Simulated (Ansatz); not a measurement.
As3S3. Total charge 0; doublet. Geometry relaxed at PBE0-D4/def2-SVP.

```xyz
6

As   -1.1387   -1.2851    0.5250
As    1.3109   -1.1780    0.3432
As   -0.1468    1.8430   -0.8916
S     1.6073    0.4997   -1.1339
S     0.1615   -0.2305    2.0387
S    -1.7942    0.3509   -0.8813
```

The structure comes from a short search, and lower isomers may exist.

**Question.** Estimate the harmonic wavenumbers at UKS PBE0-D4/def2-SVP (Ansatz, unscaled). Is this a minimum?

**Answer.** 91, 104, 175, 186, 203, 248, 306, 345, 354, 365, 394, 445 cm⁻¹. Yes, no mode is imaginary beyond noise. Zero-point energy 19.2 kJ/mol. It took 3.5 min on 4 threads of Arm Neoverse V1 on a shared host, peak host memory 0.85 GiB.
